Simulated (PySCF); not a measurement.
Radial density of Pr(2+) (praseodymium, charge +2)

MN15, [Xe] 4f3, one real determinant. All numbers are calculated (PySCF 2.14, scalar relativity by spin-free X2C-1e, in x2c-TZVPPall with one added diffuse shell each of s, p, d, f type (12s8p8d5f2g, 129 functions)).

```csv
r (bohr),4πr²ρ (e/bohr),4πr²(ρα − ρβ)
0.0274,69.17,0.0006
0.0461,79.15,0.0004
0.0776,101.9,-0.0039
0.131,75.32,0.0070
0.220,88.05,0.2335
0.369,36.92,1.2136
0.621,38.24,2.5032
1.04,13.37,2.0681
1.76,6.380,0.7335
2.96,0.7131,0.0829
4.97,0.006184,0.0026
8.36,3.065e-05,0.0000
```

Densities and radii are taken from the X2C orbitals without a picture-change correction, which distorts them close to the nucleus.

⟨L²⟩ = 34.00 against 42 for a pure I term, so this real determinant mixes terms. Spin-orbit coupling, absent here, splits the open shell strongly.

Task: Where is the radial spin density 4πr²(ρα − ρβ) most negative, and why is it negative at all?

Result: Around r = 0.0776 bohr, down to -0.0039 e/bohr: exchange with the open shell polarises the paired shells in an unrestricted calculation.
